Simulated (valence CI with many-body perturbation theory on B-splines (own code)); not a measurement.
**E1 transitions of Yb56+**

Level of theory: valence CI with perturbative core correlation (CI+MBPT): four valence electrons over a frozen Dirac-Fock core [Ne], a basis of 11 s, 11 p, 10 d, 8 f, 5 g, 2 h functions for each j, with the one-electron correlation potential Σ1, the two-electron term Σ2, the three-electron term Σ3, Breit, model QED; selected CI, second order for the rest, scaled by the run's own slope (own B-spline code, finite nucleus).

No measured spectrum was set against this ion. As an estimate, large intervals hold to a few tenths of a per cent, small ones and those within an open d or f shell to about a per cent. Among the levels kept, up to 550 cm⁻¹ of a level comes from second order outside the variational space, and about a tenth of that is noise between levels of different J, which matters for small intervals.

Lines 151 to 200 of 536 in falling wavelength, among levels below 1428.3 eV, chosen from the strongest by gf and those to the six lowest levels. Wavelengths and rates use the calculated energies. Electric multipoles are in the length gauge, E1 and E2 with the static RPA response of the core. Weak lines are less certain than strong ones. Lines between different terms over intervals too small for the method are left out, as are lines whose strength nearly cancels. The highest levels of a list are the least certain.

Levels are named by their leading jj configuration (3d3/2^4 stands for four electrons in 3d with j = 3/2), which in mixed levels can hold well under half, so a name can repeat and another be missing. Letters in brackets count levels of one name in rising energy.

```
λ vac (nm)                           Upper                           Lower   A (s⁻¹)  log gf  Branch %
     4.353          (3s 3p1/2^2 3d5/2) J=3          (3s 3p1/2^2 3p3/2) J=2  1.54e+11   -0.51      80.5
     4.349          (3s 3p1/2 3d5/2^2) J=0  (3s 3p1/2 3p3/2 3d5/2) J=1 [b]  2.60e+11   -1.13      45.7
     4.348      (3s 3p3/2^2 3d5/2) J=3 [b]                (3s 3p3/2^3) J=2  4.12e+10   -1.09       2.3
     4.347  (3s 3p1/2 3p3/2 3d5/2) J=2 [b]          (3s 3p1/2 3p3/2^2) J=3  7.38e+10   -0.98      11.6
     4.347  (3s 3p1/2 3d3/2 3d5/2) J=2 [a]  (3s 3p1/2 3p3/2 3d3/2) J=2 [b]  7.33e+10   -0.98      11.4
     4.345  (3s 3p1/2 3p3/2 3d5/2) J=2 [d]      (3s 3p1/2 3p3/2^2) J=1 [b]  2.93e+11   -0.38      14.0
     4.342          (3s^2 3p1/2 3d5/2) J=2          (3s^2 3p1/2 3p3/2) J=1  2.22e+11   -0.50      87.2
     4.341          (3s^2 3d3/2 3d5/2) J=2          (3s^2 3p3/2 3d3/2) J=1  1.57e+11   -0.66       5.6
     4.339      (3s 3p1/2 3d5/2^2) J=3 [a]  (3s 3p1/2 3p3/2 3d5/2) J=2 [b]  3.61e+10   -1.15       7.7
     4.337          (3s^2 3p3/2 3d5/2) J=1              (3s^2 3p3/2^2) J=0  2.65e+11   -0.65      72.6
     4.335  (3s 3p1/2 3d3/2 3d5/2) J=4 [a]  (3s 3p1/2 3p3/2 3d3/2) J=3 [a]  1.72e+11   -0.36      77.2
     4.329          (3s^2 3d3/2 3d5/2) J=2          (3s^2 3p3/2 3d3/2) J=2  9.19e+10   -0.89       3.3
     4.328  (3s 3p1/2 3p3/2 3d5/2) J=1 [c]      (3s 3p1/2 3p3/2^2) J=1 [a]  2.27e+11   -0.72      32.8
     4.322      (3s 3p1/2 3d5/2^2) J=2 [a]  (3s 3p1/2 3p3/2 3d5/2) J=3 [a]  6.66e+10   -1.03      12.6
     4.315  (3s 3p1/2 3p3/2 3d5/2) J=3 [d]      (3s 3p1/2 3p3/2^2) J=2 [b]  3.13e+11   -0.21      24.5
     4.314      (3s 3p1/2 3d5/2^2) J=1 [b]  (3s 3p1/2 3p3/2 3d5/2) J=2 [c]  1.50e+11   -0.90      21.4
     4.314      (3s 3p1/2 3d5/2^2) J=3 [a]  (3s 3p1/2 3p3/2 3d5/2) J=4 [b]  5.24e+10   -0.99      11.1
     4.310  (3s 3p1/2 3p3/2 3d5/2) J=3 [a]      (3s 3p1/2 3p3/2^2) J=2 [a]  2.15e+11   -0.38      58.8
     4.305          (3s^2 3d3/2 3d5/2) J=1          (3s^2 3p3/2 3d3/2) J=0  1.24e+11   -0.99       4.5
     4.301  (3s 3p1/2 3d3/2 3d5/2) J=2 [c]  (3s 3p1/2 3p3/2 3d3/2) J=1 [b]  1.54e+11   -0.67       7.7
     4.297          (3s^2 3d3/2 3d5/2) J=4          (3s^2 3p3/2 3d3/2) J=3  2.67e+11   -0.18      13.6
     4.296  (3s 3p1/2 3p3/2 3d5/2) J=1 [b]          (3s 3p1/2 3p3/2^2) J=0  1.54e+11   -0.89      25.1
     4.296  (3s 3p1/2 3p3/2 3d5/2) J=2 [c]      (3s 3p1/2 3p3/2^2) J=2 [b]  1.01e+11   -0.86      10.7
     4.293       (3p1/2^2 3d3/2 3d5/2) J=1       (3p1/2^2 3p3/2 3d3/2) J=0  8.22e+10   -1.17      24.1
     4.293  (3s 3p1/2 3d3/2 3d5/2) J=3 [a]  (3s 3p1/2 3p3/2 3d3/2) J=2 [a]  2.50e+11   -0.32      65.0
     4.288          (3s^2 3d3/2 3d5/2) J=1          (3s^2 3p3/2 3d3/2) J=1  1.18e+11   -1.01       4.3
     4.288  (3s 3p1/2 3p3/2 3d5/2) J=2 [c]      (3s 3p1/2 3p3/2^2) J=1 [a]  2.49e+11   -0.47      26.3
     4.284      (3s 3p1/2 3d3/2 3d5/2) J=5      (3s 3p1/2 3p3/2 3d3/2) J=4  2.03e+11   -0.21      83.2
     4.279      (3s 3p3/2^2 3d5/2) J=2 [a]                (3s 3p3/2^3) J=2  3.46e+11   -0.32      28.0
     4.276  (3s 3p1/2 3d3/2 3d5/2) J=1 [a]  (3s 3p1/2 3p3/2 3d3/2) J=1 [a]  8.88e+10   -1.14      21.9
     4.272      (3s 3p1/2 3d5/2^2) J=3 [a]  (3s 3p1/2 3p3/2 3d5/2) J=3 [b]  1.50e+11   -0.54      31.8
     4.257              (3s^2 3d5/2^2) J=0          (3s^2 3p3/2 3d5/2) J=1  5.34e+11   -0.84      89.0
     4.247  (3s 3p1/2 3d3/2 3d5/2) J=4 [b]      (3s 3p1/2 3p3/2 3d3/2) J=4  3.25e+10   -1.10       8.7
     4.237  (3s 3p1/2 3d3/2 3d5/2) J=1 [a]  (3s 3p1/2 3p3/2 3d3/2) J=0 [a]  1.41e+11   -0.94      34.7
     4.234  (3s 3p1/2 3d3/2 3d5/2) J=2 [a]  (3s 3p1/2 3p3/2 3d3/2) J=1 [a]  1.46e+11   -0.71      22.8
     4.231      (3s 3p3/2^2 3d5/2) J=2 [c]                (3s 3p3/2^3) J=1  6.04e+11   -0.09      19.8
     4.230  (3s 3p1/2 3d3/2 3d5/2) J=4 [c]  (3s 3p1/2 3p3/2 3d3/2) J=3 [b]  1.94e+11   -0.33      10.5
     4.200      (3s 3p1/2 3d5/2^2) J=2 [b]  (3s 3p1/2 3p3/2 3d5/2) J=2 [b]  1.29e+11   -0.77      19.2
     4.198       (3p1/2^2 3d3/2 3d5/2) J=2       (3p1/2^2 3p3/2 3d3/2) J=2  5.74e+10   -1.12      18.1
     4.190          (3s^2 3p3/2 3d5/2) J=3              (3s^2 3p3/2^2) J=2  5.17e+11   -0.02      99.3
     4.185          (3s 3p1/2 3d5/2^2) J=5      (3s 3p1/2 3p3/2 3d5/2) J=5  1.05e+11   -0.52      30.8
     4.184      (3s 3p1/2 3d5/2^2) J=2 [a]  (3s 3p1/2 3p3/2 3d5/2) J=2 [a]  3.09e+11   -0.39      58.4
     4.172  (3s 3p1/2 3p3/2 3d5/2) J=4 [c]          (3s 3p1/2 3p3/2^2) J=3  1.81e+11   -0.37      21.0
     4.170  (3s 3p1/2 3p3/2 3d5/2) J=3 [b]      (3s 3p1/2 3p3/2^2) J=2 [a]  1.25e+11   -0.64      25.2
     4.163          (3s 3p1/2^2 3d5/2) J=2          (3s 3p1/2^2 3p3/2) J=2  4.14e+10   -1.27      19.4
     4.163              (3s^2 3d5/2^2) J=4          (3s^2 3p3/2 3d5/2) J=4  1.20e+11   -0.55      26.7
     4.150              (3s^2 3d5/2^2) J=2          (3s^2 3p3/2 3d5/2) J=2  3.62e+11   -0.33      64.9
     4.145      (3s 3p3/2^2 3d5/2) J=2 [b]                (3s 3p3/2^3) J=2  2.20e+11   -0.55      14.2
     4.138      (3s 3p3/2^2 3d5/2) J=3 [c]                (3s 3p3/2^3) J=2  5.07e+11   -0.04      22.3
     4.134      (3s 3p1/2 3d5/2^2) J=3 [a]  (3s 3p1/2 3p3/2 3d5/2) J=3 [a]  1.09e+11   -0.71      23.1
```

How does gf follow from A for the line at 4.345 nm?

gf = 1.4992 × (2J+1)_upper × A / σ², with σ = 2301549 cm⁻¹ and 2J+1 = 5: gf = 0.414.
